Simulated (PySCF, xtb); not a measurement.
iminoborane (BH2N), SMILES B=N.

Harmonic wavenumbers (cm⁻¹) from GFN2-xTB in xtb at its own minimum, in rising order: 431, 431, 671, 671, 1981, 2939, 3717.

Problem. What does PBE0-D3(BJ)/def2-TZVPD run with PySCF give at its own minimum? (The exact figures need the calculation; the answer reports its results.)

Solution. 493, 493, 751, 751, 1858, 2886, 3891. Paired by order, the mean absolute difference is 91 cm⁻¹ and the zero-point energies are 15.5 and 15.9 kcal/mol.
